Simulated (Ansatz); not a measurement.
Program: Ansatz. Geometries: PBE0-D4/def2-TZVP. ΔE: electronic, gas phase. CBS: MP2 limit from def2 TZ/QZ plus the TZ coupled-cluster correction, frozen cores. This one scheme is used for every species. Each species was taken in one conformer, which may not be the lowest.

Reaction (formal loss of a carbene): `OB(F)CF` → `[CH]F` + `OBF`

```tsv
species	CCSD/CBS(def2) energy (Eh)
`OB(F)CF`	-339.49348
`[CH]F`	-138.28603
`OBF`	-201.05553
```

(1) Work out ΔE.

Largest T1 diagnostic among the species: 0.018.

Results:

(1) ΔE = (-138.28603) + (-201.05553) − (-339.49348) = 0.15192 Eh = +398.9 kJ/mol. CCSD(T)/CBS gives +400.5 kJ/mol.

At CCSD(T), def2-SVP lies −6.2 kJ/mol from the extrapolated value and def2-TZVPP −6.6 kJ/mol. In def2-TZVPP, CCSD(T) changes the Hartree–Fock value by +37.6 kJ/mol (the triples alone add +1.7 kJ/mol) and MP2 by +62.8 kJ/mol. From BLYP to BHLYP (50 % exact exchange), in def2-TZVPP and without D4, ΔE moves by +24.6 kJ/mol.
